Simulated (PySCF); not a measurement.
C5H10OSi (charge +1 and doublet state).
Structure used (GFN2-xTB), in Å, numbered top down from 1:
```xyz
17
C5H10OSi angstrom
O      1.952    1.049   -0.782
C      1.939    0.072    0.244
C      0.588   -0.546    0.058
C     -0.307   -0.845    1.138
C     -1.637   -0.776    0.877
C     -2.045   -0.130   -0.394
Si    -0.501    0.856   -1.009
H      2.826    1.442   -0.904
H      2.749   -0.655    0.106
H      2.046    0.538    1.231
H      0.581   -1.278   -0.747
H      0.080   -1.048    2.127
H     -2.385   -1.106    1.582
H     -2.396   -0.903   -1.088
H     -2.930    0.490   -0.233
H     -0.382    2.112   -0.282
H     -0.185    0.738   -2.420
```

The hyperfine couplings belong to this conformer and change with its torsions.

Identity: `OC[C@H]1[CH+][CH]C[SiH2]1` [radical] (charge +1).

Computed with UKS B3LYP, pcH-1 on C H O Si, non-relativistic, mean-field spin-orbit, GIAO in PySCF. Isolated species at its GFN2-xTB geometry (one conformer only). Couplings are sensitive to structure, and on GFN2-xTB geometries they can be far from those on DFT ones, by a factor of two or more for some ions and for spin on atoms past the first row. Stability of the SCF solution: not tested.

**Question.** Give the principal g shifts and their parts.

**Answer.** 
```json
{"Δg (ppm)": "relativistic mass correction", "1": "-150", "2": "-150", "3": "-150"}
{"Δg (ppm)": "gauge correction", "1": "13", "2": "19", "3": "22"}
{"Δg (ppm)": "orbital Zeeman/spin–orbit", "1": "-836", "2": "1308", "3": "1689"}
{"Δg (ppm)": "total", "1": "-973", "2": "1177", "3": "1561"}
```

So g = 2.00135, 2.00350, 2.00388 and g_iso = 2.00291; the tensor is rhombic: the two nearest values differ by 15 % of g3 − g1. Axes: g3 points within 6° of the C2–C3 bond.

**Question.** What effective moment and Curie constant follow for a powder?

**Answer.** With the mean of g² = 4.0116 and S(S+1) = 0.75: μ_eff = √(⟨g²⟩S(S+1)) = 1.735 μB and χT = 0.12505·⟨g²⟩·S(S+1) = 0.376 cm³ K/mol (cgs; spin-Hamiltonian part alone).

**Question.** What are the electron Larmor frequencies g μB B/h along the three axes at 350 mT?

**Answer.** 9.8040, 9.8145, 9.8164 GHz for g1, g2 and g3, a range of 12.4 MHz.

**Question.** At 9.322 GHz, how far is the centre of the isotropic spectrum from where a free electron (g = 2.002319) resonates?

**Answer.** B = hν/(g μB) with μB/h = 13.99624 MHz/mT gives 332.63 mT for the free electron and 332.53 mT at g_iso, 0.10 mT lower.

**Question.** In a frozen sample, at which fields do the three g values resonate at 9.5, 34, 94 and 263 GHz (hyperfine left aside), and which band first spreads them over more than twice a line width of 1.0 mT?

**Answer.** 
```
band    GHz  B(g3) mT  B(g2) mT  B(g1) mT  spread mT
   X    9.5    338.72    338.78    339.15       0.43
   Q   34.0   1212.26   1212.49   1213.79       1.53
   W   94.0   3351.54   3352.18   3355.78       4.24
   J  263.0   9377.19   9378.98   9389.06      11.87
```

The spread grows in proportion to the frequency. W band is the first where it exceeds 2.0 mT.

The Mulliken spin populations are largest on C5 (+0.41), C3 (+0.25), C4 (+0.13) and Si7 (+0.09).

The HOMO–LUMO gaps are 6.05 eV among the α and 2.55 eV among the β orbitals.
